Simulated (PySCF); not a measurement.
# Low-lying terms of W⁶⁺ (tungsten, charge +6)

Ground state [Xe] 4f14, ¹S. Calculation: PySCF 2.14, in aug-cc-pVTZ-PP with one added diffuse shell each of s, p, d, f, g type with ECP60MDF (7s7p6d4f3g, 113 functions); scalar relativity through the core potential. Vertical excitation energies in eV without spin-orbit coupling; excited terms of each kind are numbered among those the solver found. Frozen: nothing.

| term | leading excitation | EOM-EE-CCSD |
| --- | --- | --- |
| 1 3P° | 5p → d | 42.437 |
| 1 3F° | 5p → d | 43.817 |
| 1 1D° | 5p → d | 45.930 |
| 1 3D° | 5p → d | 46.102 |
| 1 1F° | 5p → d | 46.335 |
| 1 1P° | 5p → d | 55.383 |
| 1 3S | 5p → p | 67.179 |
| 1 3D | 5p → p | 68.523 |
| 1 1D | 5p → p | 68.967 |
| 1 1P | 5p → p | 69.324 |
| 1 3P | 5p → p | 69.396 |
| 1 1S | 5p → p | 70.842 |
| 1 3G | 5p → f | 80.613 |
| 1 1G | 5p → f | 80.956 |

The spin-orbit splitting of the hole, absent here, rivals or exceeds the spacing of these terms, so the LS terms are model states.

The 4f shell lies in the core potential, so 4f excitations, among the lowest in this ion, cannot appear.

The solver can miss terms.
